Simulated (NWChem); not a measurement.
Ionisation of C3H3

```xyz
6

C      0.0000     0.0000    -1.3552
C      0.0000     0.0000    -0.1107
C      0.0000     0.0000     1.2620
H      0.0000     0.0000    -2.4360
H     -0.9441     0.0000     1.8300
H      0.9441     0.0000     1.8300
```
Charge 0, spin multiplicity 2.

All runs are NWChem calculations. Structure: optimised with UPBE/def2-SVP, a minimum by its harmonic frequencies. It is one conformer; others weren't searched.

Basis set: def2-TZVP. The species with one electron less has spin multiplicity 1 and keeps the geometry of the parent. Δ marks differences of total energies (open shells unrestricted). −ε marks an orbital energy of the parent. That orbital need not have the symmetry of the hole or added electron in the Δ rows. That singlet is a closed-shell solution.

B3LYP has NWChem's definition, with VWN1-RPA local correlation. The structure started from a generated list of species. The unpaired electrons of the parent sit in orbitals of symmetry b2 (C2v labels of the run); other states weren't searched. No SCF solution was tested for a lower state.

Q: Order these methods by the first vertical ionisation energy they give, lowest first: −ε(alpha HOMO) of LDA (SVWN5), −ε(alpha HOMO) of B3LYP, ΔLDA (SVWN5), −ε(alpha HOMO) of r2SCAN, ΔPBE.

A: −ε(alpha HOMO) of LDA (SVWN5) (5.15 eV), −ε(alpha HOMO) of r2SCAN (5.55 eV), −ε(alpha HOMO) of B3LYP (6.05 eV), ΔPBE (8.62 eV), ΔLDA (SVWN5) (8.73 eV)
